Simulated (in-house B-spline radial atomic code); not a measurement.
Results of a calculation; reference values are marked as such.
# Stopping and range of 5 keV Se in Si

The pair potential comes from two frozen, spherical free-atom densities (PBE, B-spline radial code, scalar-relativistic past argon): electrostatics plus the change in Thomas-Fermi kinetic and Dirac exchange energy where they overlap, the recipe behind the universal ZBL potential, which averages such potentials (from solid-state densities) over many pairs. It is written V = (Z1 Z2 e²/r) φ(r/a), with e² = 14.3996 eV·Å and a = 0.46850 Å/(Z1^0.23 + Z2^0.23); ZBL's fit is φ = 0.18175 e^(−3.1998x) + 0.50986 e^(−0.94229x) + 0.28022 e^(−0.4029x) + 0.02817 e^(−0.20162x). Where φ falls below 4e-4 it is continued as an exponential.

The target is taken as amorphous, with density 2.329 g/cm³ (NSM archive of the Ioffe Institute); channelling is ignored. Masses: Se 78.97, Si 28.09 u. Nuclear stopping is S_n = 4π a Z1 Z2 e² M1/(M1 + M2) × s_n(ε), with s_n integrated over impact parameters for each pair. Electronic stopping is Lindhard and Scharff's S_e = Z1^(1/6) 8π e² a0 Z1 Z2/(Z1^(2/3) + Z2^(2/3))^(3/2) × v/v0, with a0 = 0.529177 Å and v = v0 at 24.801 keV/u; it misses the oscillations with Z1 seen in experiment, which reach tens of per cent. Compounds add by atom fraction.

```csv
target atom,a (Å),ε at this energy,"s_n, this pair","s_n, ZBL potential"
Si,0.11468,0.02195,0.2216,0.217
```

(1) What are the atom density and the stopping powers at entry?

Along the track:

```csv
E (keV),N S_n (eV/nm),N S_e (eV/nm)
0.25,222,14.1
0.75,376,24.4
1.5,507,34.4
2.5,623,44.5
3.75,727,54.5
5,806,62.9
```

(2) Estimate the path length and the projected range.

Answers

(1) N = 2.329 × 0.602214/28.09 = 0.04993 atoms/Å³. For Si: S_n = 7286 × 0.2216 = 1614 eV·Å², S_e = 1.7809 × √5000 = 125.9 eV·Å². Averaged over the target's atoms and times N × 10 Å/nm, the ion loses N S_n = 806 eV/nm to recoils and N S_e = 62.9 eV/nm to electrons; the nuclear share is 93 %.

(2) With continuous slowing down the path is the integral of dE/(N (S_n + S_e)). Trapezoids over the table give 8.24 nm, and the stretch below the first row, with stopping taken as √E, adds 2E/(N S) = 2.1 nm: 10.4 nm in all, against 10.1 nm on a fine grid from 5 eV. Deflections shorten the depth: to first order in the energy passed on, N (S_n + S_e) dR_p/dE = 1 − N S_n (M2/M1) R_p/(2E), summed over the target's atoms, and integrating this on the fine grid gives R_p = 7.76 nm, 0.77 of the path. Lindhard's rule of thumb R/(1 + M2/3M1), with mean M2/M1 = 0.36, gives 9.02 nm. On the ZBL potential the same equation gives 7.87 nm, and the full integral equation, which keeps hard collisions, 7.96 nm.
